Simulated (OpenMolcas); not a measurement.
**What dynamic correlation does to the levels of Co**

| Item | Value |
| --- | --- |
| Program | OpenMolcas |
| Basis | ANO-R2 [7s5p4d2f1g] |
| Scalar Hamiltonian | X2C, finite nucleus |
| Active space | 9 electrons in 6 orbitals (3d 4s) |
| State averaging | 2S+1 = 4 even, 20 roots; 2S+1 = 2 even, 40 roots kept (CI in the orbitals of an earlier block) |
| Spin-orbit coupling | state interaction with AMFI integrals over the reference wave functions, term energies averaged over their components |

Methods on the same reference wave functions:
A. CASSCF
B. SS-CASPT2, IPEA 0.25 Eh, imaginary shift 0.1 Eh (closed shells correlated: 3s 3p)
C. MS-CASPT2, IPEA 0.25 Eh, imaginary shift 0.1 Eh (closed shells correlated: 3s 3p)

Energies in cm-1 above 3d7 4s2 4F 9/2, the measured ground level; measured values from NIST Handbook of Basic Atomic Spectroscopic Data.

| Level | A | B | C | Measured |
| --- | --- | --- | --- | --- |
| 3d7 4s2 4F 9/2 | 0.0 | 0.0 | 0.0 | 0.0 |
| 3d7 4s2 4F 7/2 | 768 | 770 | 770 | 816 |
| 3d7 4s2 4F 5/2 | 1335 | 1334 | 1335 | 1407 |
| 3d7 4s2 4F 3/2 | 1724 | 1719 | 1720 | 1809 |
| 3d8 4s 4F 9/2 | 13892 | 8080 | 8080 | 3483 |
| 3d8 4s 4F 7/2 | 14596 | 8760 | 8760 | 4143 |
| 3d8 4s 4F 5/2 | 15172 | 9350 | 9350 | 4690 |
| 3d8 4s 4F 3/2 | 15586 | 9760 | 9760 | 5076 |
| 3d7 4s2 2G 9/2 | 17790 | 16650 | 16650 |  |
| 3d7 4s2 4P 5/2 | 17937 | 14870 | 14870 | 13795 |
| 3d7 4s2 4P 3/2 | 18193 | 15090 | 15090 | 14036 |
| 3d7 4s2 2G 7/2 | 18531 | 17390 | 17390 |  |
| 3d7 4s2 4P 1/2 | 18547 | 15470 | 15470 | 14399 |
| 3d8 4s 2F 7/2 | 19419 | 11650 | 11650 | 7442 |
| 3d8 4s 2F 5/2 | 20521 | 12730 | 12720 | 8461 |
| 3d7 4s2 2P 3/2 | 23421 | 19390 | 19310 |  |
| 3d7 4s2 2H 11/2 | 23734 | 22690 | 22690 |  |
| 3d7 4s2 2P 1/2 | 24176 | 20030 | 20030 |  |
| 3d7 4s2 2H 9/2 | 24378 | 23330 | 23330 |  |
| 3d7 4s2 2D 5/2 [74 %] | 25523 | 22430 | 23100 |  |
| 3d7 4s2 2D 3/2 | 26630 | 23430 | 24000 |  |

Deviations, from unrounded energies. A percentage is the sum of absolute deviations over the sum of measured energies, with the sign that they share, or ± where signs differ.

```tsv
Against measurement	Levels	A	B	C
mean absolute deviation (cm-1)	12	6500	2500	2500
fine structure of the ground term (%)	3	-5.1	-5.2	-5.1
other terms of the ground configuration (%)	3	+29.5	+7.6	+7.6
other configurations (%)	6	+197.9	+81.2	+81.2
```

B, C lie about equally close to measurement and A furthest from it. The largest miss of C in the table is 3d8 4s 4F 3/2, by +4700 cm-1. The ranking rests on the paired levels alone, and a cruder setting can come out closer through cancelling errors.

Between B and C the level of the table that moves most is 3d7 4s2 2D 5/2 [74 %], by 670 cm-1 (lowest in B, highest in C). Moves below CASPT2's spread within the term are not significant.

The two smallest mean deviations differ by little beside CASPT2's spread within terms, so their order carries little weight.

From A to B the spin-free energies of the other terms of 3d7 4s2 shown, above 4F, scale by factors of 0.82 to 0.95, as is usual when dynamic correlation screens the repulsion within a d or f shell.

The lowest spin-free term lies below A's lowest term by 0.728 hartree in B, 0.728 hartree in C.

Term energies are means over components that CASPT2 splits; among the terms shown or strongly mixed into the levels shown the widest spread is 2400 cm-1 (3d8 4s 2F, C). Terms from blocks run as CI alone lack orbitals of their own. A single d shell beside an s shell can misplace configurations of different d count against each other. The CASPT2 spread within a term exceeds the gap to the next term for 3d7 4s2 2D and 3d7 4s2 2H, so the order of their levels is uncertain (figures for B; the like holds for C). Without dynamic correlation excited terms often stand tens of per cent too high (terms of higher spin than the ground term too low), and those without a measured partner can miss by more than the paired ones (holds for A). Measured partners are found by configuration, term and J. A level has none where our copy of the source lacks it or the pairing is in doubt (some pairs that miss far off the trend of their configuration count as doubtful), and it then counts in no deviation. Only configurations of the active space appear. Levels that lie high or do not pair safely by name in every column are left out.

A share in square brackets marks a mixed level and gives the weight of the term that names it, the lowest over the columns.
